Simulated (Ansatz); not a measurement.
`BrB1CC1Br` + NH₃ → `NB1CC1Br` + HBr at 400 K and 1 bar (ligand exchange at a B–Br bond).

Gas-phase electronic energies from Ansatz, PBE0-D4/def2-TZVP geometries. CCSD(T)/CBS adds triple-zeta CCSD(T) − MP2 to the extrapolated MP2 energy (def2 sets, frozen cores). This one scheme is used for every species. For Br outer-core shells are correlated without core-valence functions, which leaves a few kJ/mol of doubt a bond. Scalar relativity is left out up to krypton. Each species was taken in one conformer, which may not be the lowest.

| species | CCSD(T)/CBS energy (Eh) | H − E (kJ/mol) | S (J/(mol·K)) |
| --- | --- | --- | --- |
| `BrB1CC1Br` | -5249.32516 | 152.1 | 376.5 |
| NH₃ | -56.50880 | 104.2 | 203.1 |
| `NB1CC1Br` | -2731.93364 | 224.8 | 359.4 |
| HBr | -2573.91920 | 27.6 | 207.2 |

H − E and S are ideal-gas, rigid-rotor, harmonic terms from PBE0-D4/def2-TZVP, for one conformer and one mirror image of each species. 1 Eh = 2625.50 kJ/mol, R = 8.31446 J/(mol·K).

Task: By hand: ΔE, ΔH, ΔS and ΔG.

Result: ΔE = (-2731.93364) + (-2573.91920) − (-5249.32516) − (-56.50880) = -0.01888 Eh = -49.6 kJ/mol. Δ(H − E) = 224.8 + 27.6 − 152.1 − 104.2 = -3.9, so ΔH = -53.5 kJ/mol. ΔS = 359.4 + 207.2 − 376.5 − 203.1 = -13.0 J/(mol·K). ΔG = -53.5 − 400 × (-13.0)/1000 = -48.3 kJ/mol.

Task: By hand: the equilibrium constant, and the temperature at which ΔG would vanish if ΔH and ΔS stayed fixed.

Result: log₁₀ K = −ΔG/(RT ln 10) = 6.3. ΔG = 0 at ΔH/ΔS = 4115 K, far beyond where these terms or the molecules hold.

The number of gas molecules stays the same, so ΔS is small and ΔH decides. A doubt of 5 kJ/mol in ΔE shifts log₁₀ K by 0.7 here. Other conformers and mirror images would add mixing entropy, several J/(mol·K) or more a flexible species. Modes under 60 cm⁻¹, often nearly free rotors, make the harmonic entropy too high. These are equilibria of isolated gas molecules and say nothing of rates. Largest T1 diagnostic: 0.010 (customary marks: 0.02 for closed shells, 0.045 for open ones).
